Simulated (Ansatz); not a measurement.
Ansatz (a first-principles code) input (RI-MP2/cc-pVQZ):
A basis named .json is the Basis Set Exchange file of that set.

Ansatz 0.2 input:
```yaml
crystal:
  periodic: [false, false, false]
  atoms:
    - {symbol: C, position_ang: [-1.94061099, 0.06618465, 0.16280738]}
    - {symbol: C, position_ang: [-0.62160910, -0.19048436, -0.42344593]}
    - {symbol: O, position_ang: [-0.10581581, -0.62061179, -1.34929392]}
    - {symbol: O, position_ang: [0.52589623, 0.45781394, 0.69306681]}
    - {symbol: C, position_ang: [1.95413285, 0.15304180, 0.49379757]}
    - {symbol: H, position_ang: [-2.69327212, -0.24422316, -0.56097742]}
    - {symbol: H, position_ang: [-2.04311369, 1.12903427, 0.38740779]}
    - {symbol: H, position_ang: [-2.05625239, -0.50909661, 1.08408693]}
    - {symbol: H, position_ang: [2.11213893, 0.15037017, -0.57922365]}
    - {symbol: H, position_ang: [2.51390368, 0.95774325, 0.96147219]}
    - {symbol: H, position_ang: [2.18181966, -0.81658684, 0.92807905]}
    - {symbol: H, position_ang: [0.27265613, 0.46268908, 1.63001780]}
basis:
  gaussian:
    orbitals: cc-pVQZ
    fitting: {mean_field: def2-universal-jkfit, correlation: cc-pVQZ-RIFIT.json}
total_charge: 1
magnetization: {spin_polarized: false}
correlation: {method: mp2, electrons: outside_noble_gas}
```

End of the output:

```
integrals: 0.84 GiB planned
505 factors; integrals over basis functions are off by at most 3.9e0 eV
mean field: 1.88 GiB planned
mean field evaluation 1: about -7266.4367 eV, gradient 5.4e1 eV
mean field evaluation 2: about -7270.3172 eV, gradient 3.4e1 eV
mean field evaluation 4: about -7272.1544 eV, gradient 2.4e0 eV
mean field evaluation 8: about -7272.1733 eV, gradient 3.6e-4 eV
mean field -7272.17327559 eV, -267.2474386220 hartree, gradient 2.5e-6 eV, S^2 0.000000; 0 other end points of the search recorded, 0 dependent functions left out
5 core orbitals not correlated
1045 factors; their error is unknown
reference -7272.17327559 eV, -267.2474386220 hartree; 15, 15 occupied and 465, 465 virtual orbitals, 1045 factors
second order -28.30694854 eV of doubles, -0.00000000 eV of singles
Total energy: -7300.48022414 eV, -268.2876997938 hartree
```

It need not be the lowest isomer of its formula.
